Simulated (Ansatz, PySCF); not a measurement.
This PySCF input computes a SVWN5/def2-TZVPD energy:

```python
from pyscf import gto, scf, dft

mol = gto.M(
    atom='''
    C    -0.90460423   -0.84732698    0.11065920
    C    -1.06018108    0.61470875   -0.21602431
    C     0.15747036    0.12761119    0.49611742
    N     1.44757121    0.09578820   -0.26068901
    H    -0.71084687   -1.52651156   -0.71038905
    H    -1.48809910   -1.27667292    0.91219987
    H    -1.75324154    1.21500696    0.35544829
    H    -0.96997087    0.90861000   -1.25450300
    H     0.33551045    0.37797384    1.53179942
    H     1.91776843    1.00575094   -0.23487798
    H     2.08906113   -0.60397470    0.12480599
    H     1.29070966   -0.14065778   -1.24417437
    ''',
    basis='def2-tzvpd',
    charge=1,
    spin=0,
    verbose=4,
)

mf = dft.RKS(mol, xc='svwn').density_fit(auxbasis='def2-universal-jkfit')
mf.grids.level = 3
mf.conv_tol = 1e-9
mf.max_cycle = 100
mf.max_memory = 1500
mf.kernel()
if not mf.converged:
    mf = mf.newton()
    mf.kernel(mf.make_rdm1())
mf.analyze()
```

Write an input for the same energy in Ansatz (an electronic-structure program) and say what it gives.


Ansatz 0.2 input:
```yaml
crystal:
  periodic: [false, false, false]
  atoms:
    - {symbol: C, position_ang: [-0.90460423, -0.84732698, 0.11065920]}
    - {symbol: C, position_ang: [-1.06018108, 0.61470875, -0.21602431]}
    - {symbol: C, position_ang: [0.15747036, 0.12761119, 0.49611742]}
    - {symbol: N, position_ang: [1.44757121, 0.09578820, -0.26068901]}
    - {symbol: H, position_ang: [-0.71084687, -1.52651156, -0.71038905]}
    - {symbol: H, position_ang: [-1.48809910, -1.27667292, 0.91219987]}
    - {symbol: H, position_ang: [-1.75324154, 1.21500696, 0.35544829]}
    - {symbol: H, position_ang: [-0.96997087, 0.90861000, -1.25450300]}
    - {symbol: H, position_ang: [0.33551045, 0.37797384, 1.53179942]}
    - {symbol: H, position_ang: [1.91776843, 1.00575094, -0.23487798]}
    - {symbol: H, position_ang: [2.08906113, -0.60397470, 0.12480599]}
    - {symbol: H, position_ang: [1.29070966, -0.14065778, -1.24417437]}
basis:
  gaussian:
    orbitals: def2-TZVPD
hamiltonian:
  xc: {name: SVWN5}
total_charge: 1
output: {forces: true}
```
It gives -172.09787 Eh, and PySCF -172.09798 Eh, a difference of 0.11 mEh, from the treatment of integrals and grids.

It need not be the lowest isomer of its formula.
